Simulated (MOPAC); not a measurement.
MOPAC input (PM6):

```
PM6 1SCF UHF MS=0.5 GEO-OK AUX(PRECISION=9) THREADS=1
H4ClSi2

Si   -1.87139300 1   -0.30514400 1   -0.18306400 1
Si    0.38296000 1   -0.70221100 1    0.25532900 1
Cl    1.43697800 1    1.03851200 1   -0.15411700 1
H    -2.71335600 1   -1.52271500 1   -0.05295000 1
H    -2.44217300 1    0.80418900 1    0.62053600 1
H     0.89777900 1   -1.77406300 1   -0.62433200 1
H     0.66717600 1   -1.05912800 1    1.66503200 1
```

From the output:

```
                                                       MOPAC v23.2.5 Linux

          FINAL HEAT OF FORMATION =         15.11779 KCAL/MOL =      63.25283 KJ/MOL

          COSMO AREA              =        132.81 SQUARE ANGSTROMS
          COSMO VOLUME            =        127.76 CUBIC ANGSTROMS

          IONIZATION POTENTIAL    =          7.351787 EV
          ALPHA SOMO LUMO (EV)    =         -7.352 -1.242
          BETA  SOMO LUMO (EV)    =         -9.349 -1.959
          NO. OF ALPHA ELECTRONS  =         10
          NO. OF BETA  ELECTRONS  =          9
          MOLECULAR WEIGHT        =         95.6556         POINT GROUP:  C1

          MOLECULAR DIMENSIONS (Angstroms)

            Atom       Atom       Distance
            H     4   Cl     3     4.87805
            H     5    H     6     4.13047
            H     7   Si     1     2.38140

          SCF CALCULATIONS        =          1

   ATOM   CHEMICAL          X               Y               Z
  NUMBER   SYMBOL      (ANGSTROMS)     (ANGSTROMS)     (ANGSTROMS)

     1      Si         -1.87139300  *  -0.30514400  *  -0.18306400  *
     2      Si          0.38296000  *  -0.70221100  *   0.25532900  *
     3      Cl          1.43697800  *   1.03851200  *  -0.15411700  *
     4       H         -2.71335600  *  -1.52271500  *  -0.05295000  *
     5       H         -2.44217300  *   0.80418900  *   0.62053600  *
     6       H          0.89777900  *  -1.77406300  *  -0.62433200  *
     7       H          0.66717600  *  -1.05912800  *   1.66503200  *

                             CARTESIAN COORDINATES

   1   Si       -1.871393000    -0.305144000    -0.183064000
   2   Si        0.382960000    -0.702211000     0.255329000
   3   Cl        1.436978000     1.038512000    -0.154117000
   4    H       -2.713356000    -1.522715000    -0.052950000
   5    H       -2.442173000     0.804189000     0.620536000
   6    H        0.897779000    -1.774063000    -0.624332000
   7    H        0.667176000    -1.059128000     1.665032000

           Empirical Formula: H4 Si2 Cl  =     7 atoms

      MOLECULAR POINT GROUP   :   C1

          ALPHA EIGENVALUES
 -26.59689 -20.13059 -17.90316 -13.31594 -12.97074 -12.25551 -11.92650 -11.15542
  -9.57428  -7.35179  -1.24245  -0.60465  -0.11774   0.40118   0.55420   0.93845
   1.19795   1.24849   1.48806   2.14613   2.16577   2.57494   3.68759   3.76461
   4.13969   4.44966  89.52128  89.66818  89.67743  90.14858  90.14908

           BETA EIGENVALUES
 -26.61047 -19.76346 -17.50867 -13.29713 -12.89262 -12.23322 -11.89232 -11.10912
  -9.34915  -1.95950  -1.19444  -0.41754   0.08559   0.55359   0.61429   0.99642
   1.24582   1.42345   1.58138   2.30796   2.35093   2.73461   3.75250   3.91594
   4.18245   4.50548  89.51707  89.66509  89.67325  90.14729  90.14756

              NET ATOMIC CHARGES AND DIPOLE CONTRIBUTIONS

  ATOM NO.   TYPE          CHARGE      No. of ELECS.   s-Pop       p-Pop       d-Pop
    1         Si          -0.085440        4.0854     1.40672     2.43668     0.24204
    2         Si           0.348206        3.6518     1.21613     1.84134     0.59432
    3         Cl          -0.253314        7.2533     1.99456     5.25679     0.00196
    4          H           0.005953        0.9940     0.99405
    5          H           0.005204        0.9948     0.99480
    6          H          -0.011823        1.0118     1.01182
    7          H          -0.008786        1.0088     1.00879
 DIPOLE           X         Y         Z       TOTAL
 POINT-CHG.    -0.558    -2.191     0.669     2.358
 HYBRID        -0.217     0.842    -0.189     0.890
 SUM           -0.775    -1.349     0.480     1.628

          ATOMIC ORBITAL ELECTRON POPULATIONS

     Atom    s        px        py        pz      x^2-y^2     xz        z^2       yz        xy
    1 Si   1.40672   0.82161   0.78319   0.83188   0.05635   0.02114   0.02474   0.04826   0.09155
    2 Si   1.21613   0.59909   0.52137   0.72088   0.14009   0.05421   0.15252   0.15747   0.09003
    3 Cl   1.99456   1.78425   1.58196   1.89058   0.00051   0.00010   0.00030   0.00035   0.00070
    4  H   0.99405
    5  H   0.99480
    6  H   1.01182
    7  H   1.00879

                    (SZ)    =    0.500000
                    (S**2)  =    0.753661

          ATOMIC ORBITAL SPIN POPULATIONS

    Atom   Total    s     px     py     pz   x^2-y^2  xz     z^2    yz     xy
         Atomic
    1 Si  0.9373  0.115  0.023  0.078  0.704 -0.002  0.005  0.011  0.004 -0.001
    2 Si  0.0504  0.002  0.031 -0.003 -0.013  0.005  0.010  0.015  0.001  0.001
    3 Cl -0.0033 -0.000 -0.004 -0.000  0.000 -0.000  0.000  0.000 -0.000 -0.000
    4  H -0.0065 -0.006
    5  H -0.0072 -0.007
    6  H -0.0018 -0.002
    7  H  0.0312  0.031

 **********************
 *                    *
 * JOB ENDED NORMALLY *
 *                    *
 **********************

 == MOPAC DONE ==
```

The geometry given is a B3LYP-D3(BJ)/def2-TZVP minimum.
